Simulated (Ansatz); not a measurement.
`[NH]=[Nb]([F])([Cl])[Cl]`, relaxed with RKS PBE-D4/def2-SVP in Ansatz from a rough embedded geometry. The force threshold is 0.03 eV/Å; the program also tests the step.

Total charge 0; spin multiplicity 1. Nb takes the def2 core potential.

Start:

```xyz
6

N     0.203    0.808   -1.322
Nb   -0.273   -0.144    0.224
F    -1.741    0.817    1.087
Cl   -1.016   -2.307   -0.289
Cl    1.588   -0.304    1.742
H     1.240    1.130   -1.442
```

| step | energy (eV) | largest force (eV/Å) | largest move (Å) |
| --- | --- | --- | --- |
| 1 | -30799.8441 | 3.149 | 0.000 |
| 2 | -30800.3511 | 1.783 | 0.167 |
| 3 | -30800.4640 | 1.114 | 0.126 |
| 4 | -30800.6606 | 0.800 | 0.200 |
| 5 | -30800.7710 | 0.370 | 0.200 |
| 6 (rejected) | -30800.5361 | 3.105 | 0.172 |
| 7 | -30800.7827 | 0.114 | 0.064 |
| 8 | -30800.7844 | 0.111 | 0.039 |
| 9 | -30800.7847 | 0.007 | 0.007 |

End:

```xyz
6

N     0.468    0.679   -1.018
Nb   -0.217   -0.160    0.349
F    -1.643    0.879    0.978
Cl   -0.929   -2.218   -0.414
Cl    1.458   -0.359    1.924
H     0.863    1.179   -1.820
```

It took 13 s on 4 threads of a server CPU on a shared host, with 0.17 GiB of host memory at the peak.
